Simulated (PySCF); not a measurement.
In(Br)2(OMe) (CH₃Br₂InO), SMILES C[O][In]([Br])[Br]. Atoms are numbered in the order given.

```xyz
8

In     0.0725    -0.1561    -0.2732
Br     1.5045     1.8553    -0.4893
Br    -1.4292    -0.5553     1.6836
O      0.1122    -1.5576    -1.7157
C     -0.7111    -2.7089    -1.6348
H     -1.4349    -2.7231    -2.4818
H     -0.0812    -3.6246    -1.7091
H     -1.3012    -2.7881    -0.6922
```

Geometry optimised at PBE-D3(BJ)/def2-SVP. The def2 effective core potentials stand for the cores of In; spin–orbit coupling is left out. Other conformers were not sampled.

Computed with PBE-D3(BJ)/def2-SVP in PySCF.

Frequencies are harmonic and unscaled.

A small imaginary wavenumber (i) marks a very flat motion, where grid noise or a shallow saddle decides the sign.

```json
[
 {"mode": "1", "ν (cm⁻¹)": "24i", "IR (km/mol)": "2.7", "moving atoms (share of kinetic energy)": "H 71 %, O 24 %"},
 {"mode": "2", "ν (cm⁻¹)": "58", "IR (km/mol)": "2.2", "moving atoms (share of kinetic energy)": "Br 67 %, In 27 %"},
 {"mode": "3", "ν (cm⁻¹)": "64", "IR (km/mol)": "0.9", "moving atoms (share of kinetic energy)": "In 42 %, C 24 %, Br 17 %, H 15 %"},
 {"mode": "4", "ν (cm⁻¹)": "65", "IR (km/mol)": "3.3", "moving atoms (share of kinetic energy)": "C 40 %, Br 23 %, H 16 %, O 11 %, In 10 %"},
 {"mode": "5", "ν (cm⁻¹)": "108", "IR (km/mol)": "10.6", "moving atoms (share of kinetic energy)": "O 41 %, H 37 %, In 12 %"},
 {"mode": "6", "ν (cm⁻¹)": "211", "IR (km/mol)": "8.4", "moving atoms (share of kinetic energy)": "Br 70 %, C 10 %, In 9 %"},
 {"mode": "7", "ν (cm⁻¹)": "244", "IR (km/mol)": "1.2", "moving atoms (share of kinetic energy)": "O 26 %, C 24 %, Br 22 %, H 14 %, In 13 %"},
 {"mode": "8", "ν (cm⁻¹)": "279", "IR (km/mol)": "57.8", "moving atoms (share of kinetic energy)": "In 52 %, Br 38 %"},
 {"mode": "9", "ν (cm⁻¹)": "518", "IR (km/mol)": "41.6", "moving atoms (share of kinetic energy)": "O 70 %, In 15 %, C 8 %"},
 {"mode": "10", "ν (cm⁻¹)": "1055", "IR (km/mol)": "163.7", "moving atoms (share of kinetic energy)": "O 47 %, C 46 %"},
 {"mode": "11", "ν (cm⁻¹)": "1118", "IR (km/mol)": "1.1", "moving atoms (share of kinetic energy)": "H 78 %, C 18 %"},
 {"mode": "12", "ν (cm⁻¹)": "1146", "IR (km/mol)": "0.8", "moving atoms (share of kinetic energy)": "H 70 %, C 20 %, O 10 %"},
 {"mode": "13", "ν (cm⁻¹)": "1411", "IR (km/mol)": "4.6", "moving atoms (share of kinetic energy)": "H 95 %"},
 {"mode": "14", "ν (cm⁻¹)": "1415", "IR (km/mol)": "31.3", "moving atoms (share of kinetic energy)": "H 91 %, C 8 %"},
 {"mode": "15", "ν (cm⁻¹)": "1419", "IR (km/mol)": "12.4", "moving atoms (share of kinetic energy)": "H 96 %"},
 {"mode": "16", "ν (cm⁻¹)": "2907", "IR (km/mol)": "99.7", "moving atoms (share of kinetic energy)": "H 98 %"},
 {"mode": "17", "ν (cm⁻¹)": "2986", "IR (km/mol)": "24.5", "moving atoms (share of kinetic energy)": "H 90 %, C 10 %"},
 {"mode": "18", "ν (cm⁻¹)": "2994", "IR (km/mol)": "29.0", "moving atoms (share of kinetic energy)": "H 90 %, C 10 %"}
]
```
